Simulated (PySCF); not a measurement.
Gas-phase reaction: Ga2H6 + 2 Cl ⇌ 2 GaH2Cl + 2 H

Energies from PySCF, thermal terms from the rigid-rotor harmonic-oscillator model, ideal gas at 1 bar. † marks an energy on the PBE0/def2-TZVP geometry and frequencies; other levels use their own. MP2 and CCSD(T) freeze the core. 6-31G* has spherical d functions here. Open shells (unrestricted): Cl (multiplicity 2, electronic degeneracy 6), H (multiplicity 2); the rest are closed-shell singlets. Spin-orbit splitting is ignored; it lowers the true energy and changes the entropy of Cl. B3LYP is the form with VWN-RPA correlation. Ga: all electrons, no relativistic terms. Ga2H6, GaH2Cl: computed as isolated molecules; such fragments, hydroxides, amides, oligomers or adducts are transient or little studied in the gas. MP2 isn't extrapolated to the basis-set limit; its ΔH°(298 K) is -146.6 kJ in def2-SVP and -155.5 kJ in def2-TZVPP. CCSD(T) isn't extrapolated to the basis-set limit; its ΔH°(298 K) is -95.1 kJ in def2-SVP and -94.7 kJ in def2-TZVPP. The harmonic model lacks anharmonicity and excited electronic states, which grow with temperature; levels with a mode under 35 cm⁻¹ are left out.

| level | ΔE electronic, kJ | ΔH°(298 K), kJ | ΔS°(298 K), J/K | ΔG°(2500 K), kJ |
|---|---|---|---|---|
| B3LYP/def2-TZVP† | -77 | -108 | 125 | -429 |
| BLYP/def2-TZVP† | -86 | -116 | 125 | -437 |
| CCSD(T)/def2-SVP† | -65 | -95 | 125 | -416 |
| CCSD(T)/def2-TZVPP† | -64 | -95 | 125 | -416 |
| HF/6-31G* | -83 | -112 | 125 | -432 |
| M06-2X/def2-TZVP† | -114 | -144 | 125 | -465 |
| MP2/def2-TZVPP† | -125 | -155 | 125 | -477 |
| PBE/def2-SVP | -117 | -146 | 125 | -464 |
| PBE0/def2-SVP† | -102 | -133 | 125 | -454 |
| ωB97M-V/def2-TZVP† | -99 | -129 | 125 | -450 |
ΔH° is lowest at MP2/def2-TZVPP† and highest at CCSD(T)/def2-TZVPP†. No reference value is set beside these.
